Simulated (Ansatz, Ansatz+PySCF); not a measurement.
```xyz
3

S     0.0000    0.0000   -0.1092
H     0.0000    1.0201    0.8738
H     0.0000   -1.0201    0.8738
```

Basis set: 6-31G (spherical functions). Frozen core: 5 orbitals. Charge 0, multiplicity 1.

Computed with Ansatz (development build ahead of 0.2.0); each method stands on the lowest determinant of its kind that the runs found. Restricted open shells among the atoms or ions are ROHF, correlated in semicanonical orbitals with singles. Restricted functionals stand beside restricted open-shell atoms, which can lie above the unrestricted atoms usual in DFT and then raise those values.

The atomization energy at this shape (free ground-state atoms in the same class of orbitals less the molecule, no zero-point energy) of singlet H₂S:

```tsv
method	atomization energy
PBE0 (restricted)	155.48 kcal/mol
RHF-CCSD(T)	132.63 kcal/mol
RHF-MP2	125.27 kcal/mol
```

Q: What does RHF give?

A: 98.06 kcal/mol.

This basis has no polarisation functions and is too small for such energies, which can lie far from measured ones in either direction.
